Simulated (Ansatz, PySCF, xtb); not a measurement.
System: H2Be, singlet: symmetric bend, bond length relaxed. Scanned: H-Be-H angle. Other coordinates (Be-H bond length) were minimised at B3LYP/def2-TZVP.

- CCSDT(Q)/def2-SVP = CCSDT(Q) on RHF/def2-SVP, frozen core run with Ansatz (a first-principles code)
- RKS-B3LYP/6-31G* = restricted B3LYP/6-31G*, spherical d run with PySCF
- GFN1-xTB (xtb)
- FCI/def2-SVP = full CI/def2-SVP, frozen core (Ansatz)

Energies relative to the lowest point of each profile, in kcal/mol:

```
a / °   CCSDT(Q)/def2-SVP  RKS-B3LYP/6-31G*  GFN1-xTB
------  -----------------  ----------------  --------
180                   0.0               0.0       0.0
157.85                2.6               2.5       1.0
148.90                5.1               5.0       2.2
139.51                8.7               8.6       3.9
130.12               13.3              13.2       6.3
121.95               18.2              18.0       9.1
108.07               28.7              28.3      15.9
101.58               34.5              34.2      20.2
87.95                49.1              48.8      32.5
81.46                57.2              57.0      40.5
71.08                71.8              72.0      57.0
60                   89.7              90.5      81.9
```

Q: Predict the corresponding FCI/def2-SVP column.

A: 180: 0.0; 157.85: 2.6; 148.90: 5.1; 139.51: 8.7; 130.12: 13.3; 121.95: 18.2; 108.07: 28.7; 101.58: 34.5; 87.95: 49.1; 81.46: 57.2; 71.08: 71.8; 60: 89.7 (kcal/mol).
